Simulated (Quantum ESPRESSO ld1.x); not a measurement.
Results of a calculation; reference values are marked as such.
All-electron atom: the bismuth ion Bi3+ in [Xe] 4f14 5d10 6s1.5 6p0.5 (fractional occupations, a model configuration).

Code: ld1.x of Quantum ESPRESSO 7.5. Model: scalar-relativistic Kohn-Sham, LDA (Slater exchange, Perdew-Wang correlation), spin-polarised, spherical densities, point nucleus; open shells are filled with parallel spins first.

Energy parts (eV):
total: -585516.8
kinetic: 664239.3
electron-nucleus: -1461805.4
Hartree: 222451.8
exchange-correlation: -10402.6

Orbitals (lengths in bohr, moments of r in powers of bohr):
| orbital | occ. | eigenvalue (eV) | <r> |
|---|---|---|---|
| 1s up | 1 | -90647.5 | 0.01579 |
| 1s down | 1 | -90647.5 | 0.01579 |
| 2s up | 1 | -16312.0 | 0.06650 |
| 2s down | 1 | -16312.0 | 0.06650 |
| 2p up | 3 | -13960.3 | 0.06056 |
| 2p down | 3 | -13960.3 | 0.06056 |
| 3s up | 1 | -3959.31 | 0.1717 |
| 3s down | 1 | -3959.29 | 0.1717 |
| 3p up | 3 | -3287.68 | 0.1738 |
| 3p down | 3 | -3287.67 | 0.1738 |
| 3d up | 5 | -2612.87 | 0.1575 |
| 3d down | 5 | -2612.85 | 0.1575 |
| 4s up | 1 | -930.457 | 0.3773 |
| 4s down | 1 | -930.429 | 0.3773 |
| 4p up | 3 | -710.393 | 0.4029 |
| 4p down | 3 | -710.363 | 0.4029 |
| 4d up | 5 | -459.059 | 0.4227 |
| 4d down | 5 | -459.026 | 0.4227 |
| 5s up | 1 | -187.082 | 0.8297 |
| 5s down | 1 | -187.010 | 0.8296 |
| 4f up | 7 | -182.103 | 0.4410 |
| 4f down | 7 | -182.066 | 0.4410 |
| 5p up | 3 | -124.978 | 0.9468 |
| 5p down | 3 | -124.878 | 0.9461 |
| 5d up | 5 | -55.9613 | 1.220 |
| 5d down | 5 | -55.7047 | 1.215 |
| 6s up | 1 | -41.3919 | 2.004 |
| 6s down | 0.5 | -40.6108 | 2.000 |
| 6p up | 0.5 | -28.8232 | 2.446 |
| 6p down | 0 | -27.9938 | 2.455 |

The highest occupied level is 6p up at -28.823 eV. Spin moment in Bohr magnetons: 1. The density falls to 0.001 e/bohr^3 at r = 3.58 bohr. Summed over all electrons, <r^2> = 42.05 bohr^2, which gives a Langevin (diamagnetic) susceptibility term of -33.3 x 10^-6 cm^3/mol.
